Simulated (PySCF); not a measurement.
Computed shifts of a molecule C2H7F2NSi, B3LYP/pcSseg-1 run with PySCF, GIAO, gas phase, equivalent atoms averaged, in ppm (number of nuclei): ¹³C: 11.6 (1), 8.5 (1). ²⁹Si: -25.4 (1). ¹⁵N: 28.4 (1). ¹⁹F: -137.5 (1), -177.4 (1). ¹H: 1.40 (3), 1.30 (1), 0.99 (1), 0.91 (1), 0.71 (1). References: ¹³C against TMS (σ = 181.3 ppm); ²⁹Si against TMS (σ = 338.7 ppm); ¹⁵N against NH3 (σ = 265.5 ppm); ¹⁹F against CFCl3 (σ = 161.7 ppm); ¹H against TMS (σ = 31.68 ppm), references at their B3LYP-D3(BJ)/def2-TZVP geometries, non-relativistic. Geometry: B3LYP-D3(BJ)/def2-SVP. One conformer was computed; it need not be the lowest.

Task: Pick the molecule that these values belong to.
A) CC[Si](N)(F)F
B) CN[SiH2]C(F)F
C) CN(C)[SiH](F)F
D) C[Si@H](N)C(F)F

Result: A, CC[Si](N)(F)F
